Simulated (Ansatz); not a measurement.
Energy needed to pull apart AlHIF (SMILES [F][AlH][I]), closed shell, into free ground-state atoms, from the structure below (displaced at random from its PBE0-D4/def2-TZVP minimum); no zero-point or spin–orbit terms; open-shell atoms are treated unrestricted, in their ground-state multiplicity.

```
4
angstrom
F -1.2494 -0.2719 1.0143
Al -0.1631 0.1558 -0.0768
I 2.1066 -0.7843 0.2420
H -0.6659 0.9439 -1.3448
```

Program: Ansatz 0.2.0. Basis: def2-TZVPP. Cores are frozen in the correlated methods. Filled d shells of the heavier atoms are correlated. Core potentials replace the inner electrons of the atoms past krypton. The def2 sets are not built for correlating such inner shells, so the correlated values are less sure here.

```tsv
method	atomization energy (eV)
PBE-D4	12.40
r2SCAN-D4	?
PBE0-D4	12.20
wB97M-V	12.36
HF	9.47
MP2	?
CCSD	11.98
CCSD(T)	12.18
```

Problem. What does MP2 give? (Judge from chemistry; the value comes from the calculation.)

Solution. By the calculation: 12.70 eV, which is about 0.52 eV more than CCSD(T)/def2-TZVPP.

Problem. What does r2SCAN-D4 give? (To be estimated.)

Solution. The calculation gives: 12.52 eV, which is about 0.34 eV more than CCSD(T)/def2-TZVPP.

In triple zeta the MP2 and coupled-cluster atomization energies are still short of their basis limit by a few kcal/mol a bond, whereas those of the functionals are nearly converged, so these differences are not deviations from converged CCSD(T).

No T1 diagnostic of these runs exceeds 0.010.

For scale, one of the runs: CCSD(T)/def2-TZVPP forces, 137 basis functions (an equivalent command: `ansatz run in.yaml --threads 2`). Time: 93 s of wall clock on 2 CPU threads; the host was shared. Peak host memory: 1.5 GiB.
